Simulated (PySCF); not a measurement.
A PySCF script (with the pyscf-properties extension) for the NMR shieldings of `C[S][GaH2]`, CH5GaS, on a PBE0-D3(BJ)/def2-SVP geometry:

```python
import basis_set_exchange as bse
import numpy as np
from pyscf import gto, dft
from pyscf.prop import nmr

atoms = """
C    -1.379069   -0.094652   -0.140364
S    -0.012220   -1.244107    0.237636
Ga    1.758020    0.045106    0.186199
H    -1.022249    0.936084   -0.272350
H    -2.103135   -0.120814    0.685275
H    -1.877139   -0.423172   -1.062682
H     3.127097   -0.652216    0.465425
H     1.517754    1.563139   -0.123710
"""
names = dict.fromkeys(["C", "S", "Ga", "H"], "pcSseg-2")
basis = {el: gto.basis.parse(bse.get_basis(n, elements=[el], fmt="nwchem")) for el, n in names.items()}
mol = gto.M(atom=atoms, basis=basis, charge=0, verbose=0)
mf = dft.RKS(mol, xc="HYB_GGA_XC_WB97X_D")
mf.grids.level = 2
mf.grids.alignment = dft.numint.BLKSIZE   # the property module wants whole blocks of grid points
mf.conv_tol = 1e-9
mf.kernel()

calc = nmr.RKS(mf)   # GIAO
C = mf.mo_coeff
Co = C[:, mf.mo_occ > 0]
resp = mf.gen_response(singlet=True, hermi=2)
def vind(x):   # induced exchange potential for any number of trial vectors
    d = np.einsum("pi,xij,qj->xpq", C, 2 * x.reshape(-1, C.shape[1], Co.shape[1]), Co, optimize=True)
    return np.einsum("xpq,pi,qj->xij", resp(d - d.transpose(0, 2, 1)), C, Co, optimize=True).ravel()
mo1, _ = nmr.rhf.solve_mo1(calc, with_cphf=vind)
sigma = calc.kernel(mo1)
for i, s in enumerate(sigma):   # ppm
    print("%2d %-2s %9.2f" % (i, mol.atom_pure_symbol(i), np.trace(s) / 3))
```

Question: What does it print?

Answer: 
```
 0 C     165.01
 1 S     494.15
 2 Ga   1161.23
 3 H      28.92
 4 H      28.88
 5 H      28.87
 6 H      25.32
 7 H      25.21
```

These numbers come from an equivalent density-fitted implementation of the same equations, which agrees with the script to about 0.01 ppm for H and up to a few tenths of a ppm for heavy atoms, so last digits may differ.

Question: Turn these shieldings into chemical shifts. δ = σ(ref) − σ, references computed at the same level: 13C (σ = 184.42 ppm) and 1H (σ = 31.36 ppm) vs TMS; 33S (σ = 499.87 ppm) against CS2; 71Ga (σ = 1711.93 ppm) vs GaH4-.

Answer: Averaging equivalent atoms: C 0: 19.4; S 1: 6; Ga 2: 551; H 6/7: 6.09; H 3/4/5: 2.46 ppm. 

Relativistic effects, spin–orbit coupling among them, are left out; they matter for Ga and for the light atoms bonded to it.

Size and cost of the density-fitted run: 212 basis functions, 21 s wall time on 1 thread of an Arm Neoverse V1, shared host.
